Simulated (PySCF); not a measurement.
Cl2HHfO, neutral, multiplicity 2. Atoms are numbered in the order given.

```xyz
5

Hf     0.0000     0.0000     0.1828
Cl     0.0000     2.0677    -0.9684
Cl     0.0000    -2.0677    -0.9684
O      0.0000     0.0000     2.0893
H      0.0000     0.0000     3.0487
```
Charge 0, spin multiplicity 2.

The structure is a stationary point at B3LYP-D3(BJ)/def2-SVP. The multiplicity is an assumed one; other spin states were not compared. The isomer is the one that the SMILES or the coordinates give; other isomers of the formula were not compared. The def2 effective core potentials stand for the cores of Hf; spin–orbit coupling is left out. One conformer was computed; it need not be the lowest.

The numbers are results of PBE0/def2-TZVPD (PySCF), not measurements.

Mulliken values depend strongly on the basis, most of all with diffuse functions as here. ESP charges are fitted to the potential on shells at 1.4 to 2.0 van der Waals radii. Atomic charges (e):

| atom | ESP fit | Mulliken | Mulliken spin |
|---|---|---|---|
| Hf1 | 0.61 | 1.15 | 1.09 |
| Cl2 | -0.22 | -0.47 | -0.03 |
| Cl3 | -0.22 | -0.47 | -0.03 |
| O4 | -0.58 | -0.49 | -0.04 |
| H5 | 0.41 | 0.28 | 0.01 |
